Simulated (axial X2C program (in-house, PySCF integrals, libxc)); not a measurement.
Worked dissociation energy of CsS⁻: PBE0, spin-free

Calculated with an in-house relativistic program for diatomic molecules. Spin-free means the one-electron spin-free X2C Hamiltonian. Basis: Cs dyall-av3z [16s16p10d2f], S dyall-av3z [9s8p3d2f] (cores contracted in-house); Gaussian nuclei, density fitting, unrestricted open shells. Masses: Cs 132.905 u, S 31.972 u.

Molecular state: M_S = 0, Λ = 0 (closed shell).

| Quantity | Value |
| --- | --- |
| E(Cs) (2M_S = 1, M_L = 0) | -7785.824358 hartree |
| E(S-) (2M_S = 1, M_L = 0) | -399.153652 hartree |
| E(CsS⁻) at Re | -8185.031904 hartree |
| ωe | 235.0 cm⁻¹ |
| ωexe | 0.81 cm⁻¹ |

Task: Work out De and D0.

Result: De = -7785.824358 + (-399.153652) − (-8185.031904) = 0.05389 hartree = 1.467 eV. The zero-point energy is ωe/2 − ωexe/4 = 117 cm⁻¹ = 0.015 eV, so D0 = 1.452 eV.

One determinant describes the state; a PBE0 search over occupations chose it and may have missed a lower one. The closed shell is kept restricted, so the energy runs too high when the bond is stretched far. De is counted from the lowest determinant-based energies of the atoms at the same level, without counterpoise correction. PBE0 can misorder states that lie within some tenths of an eV, so this need not be the ground state of the molecule. The nearest other spin-free determinant of the search, M_S = 1, Λ = 0, lies 0.31 eV up at the distance of the search. The highest occupied level of some functionals is positive through self-interaction error; at Hartree–Fock it is bound.

Each atomic determinant is the lowest at this level and need not be a pure term. Totals compare only within one Hamiltonian and basis.
